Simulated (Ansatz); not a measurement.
`B[SiH](F)[SiH2][SiH3]`. The species carries charge 0 and has multiplicity 1.

```csv
atom,x (Å),y (Å),z (Å)
B1,0.6015,2.2105,0.3436
Si2,-0.8309,1.3139,-0.7034
F3,-2.2661,1.2839,0.0312
Si4,-0.1178,-0.9122,-1.0119
Si5,0.3039,-1.9000,1.0645
H6,1.6669,2.3636,-0.1802
H7,0.4862,2.5338,1.4876
H8,-1.0352,1.9599,-2.0311
H9,1.1373,-0.8794,-1.8149
H10,-1.1475,-1.6795,-1.7666
H11,1.3112,-1.0738,1.7864
H12,-0.9427,-1.9383,1.8733
H13,0.8333,-3.2823,0.9215
```

What are the harmonic wavenumbers in cm⁻¹ at PBE0-D4/def2-TZVP (Ansatz, finite differences of forces, unscaled)? (An estimate is asked.)

The calculation gave: 26, 60, 91, 113, 181, 201, 261, 325, 382, 450, 470, 501, 576, 630, 658, 680, 697, 809, 869, 880, 906, 916, 937, 939, 1157, 2195, 2203, 2209, 2214, 2225, 2233, 2587, 2678.

Is this a minimum?

Yes, all 33 modes are real.

Give the ideal-gas thermochemistry at 298.15 K and 1 bar (rigid rotor, harmonic oscillator; point group C1, symmetry number 1).

Zero-point energy 193.0 kJ/mol; H(298) − E = 222.1 kJ/mol; entropy 418.3 J/(mol·K), of which translation 168.8, rotation 119.8, vibration 129.7; G(298) − E = 97.4 kJ/mol. Modes under 100 cm⁻¹ are hindered rotations or soft bends, so the harmonic entropy is rough.

And at 400, 500, 600, 800 and 1000 K?


| T (K) | H − E (kJ/mol) | S (J/mol/K) | G − E (kJ/mol) |
| --- | --- | --- | --- |
| 400 | 239.3 | 467.5 | 52.3 |
| 500 | 258.4 | 510.1 | 3.3 |
| 600 | 279.2 | 548.1 | -49.6 |
| 800 | 324.9 | 613.6 | -166.0 |
| 1000 | 374.6 | 668.9 | -294.4 |
